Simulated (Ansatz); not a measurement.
Species: MgF, charge 0, doublet. MgF (SMILES [F][Mg], doublet).
B3LYP-D3(BJ)/def2-TZVP minimum from Ansatz (a program for electronic structure):
```xyz
2

Mg     0.0000     0.0000    -0.7587
F      0.0000     0.0000     1.0116
```
Charge 0, spin multiplicity 2.

Total energies in hartree (Ansatz). Open shells are spin-unrestricted; no spin-orbit coupling. Correlated methods leave the cores frozen. No relativity. For partners of very few electrons the exact lower level stands in for a higher one. The spin of FMg ([F][Mg], doublet) was assumed, and the state is the lowest solution found for it.

```csv
species,HF/def2-TZVPP,CCSD(T)/def2-TZVPP,HF/def2-QZVPP,CCSD(T)/def2-QZVPP,CCSDT(Q)/def2-QZVPP
"1: MgF (SMILES [F][Mg], doublet)",-299.14221,-299.42461,-299.15754,-299.46782,-299.46817
2: Mg (singlet),-199.60663,-199.63935,-199.61449,-199.64829,-199.64829
3: F (doublet),-99.41180,-99.62506,-99.41589,-99.65118,-99.65148
```

### Question
Work out the atomisation energy (electronic, to ground-state atoms) in kJ/mol: take Hartree-Fock from def2-QZVPP, extrapolate the CCSD(T) correlation energy as X^-3 (X = 3, 4), and add CCSDT(Q) - CCSD(T) in def2-QZVPP. 1 hartree = 2625.5 kJ/mol.

### Answer

Species 1: correlation (64·(-0.31028) - 27·(-0.28240))/37 = -0.33062; step -0.00035; E1 = -299.15754 + (-0.33062) + (-0.00035) = -299.48851
Species 2: correlation (64·(-0.03380) - 27·(-0.03272))/37 = -0.03459; step +0.00000; E2 = -199.61449 + (-0.03459) + (+0.00000) = -199.64908
Species 3: correlation (64·(-0.23529) - 27·(-0.21326))/37 = -0.25137; step -0.00030; E3 = -99.41589 + (-0.25137) + (-0.00030) = -99.66756
-1·E1 +1·E2 +1·E3 = 0.17187 hartree = 451.2 kJ/mol.
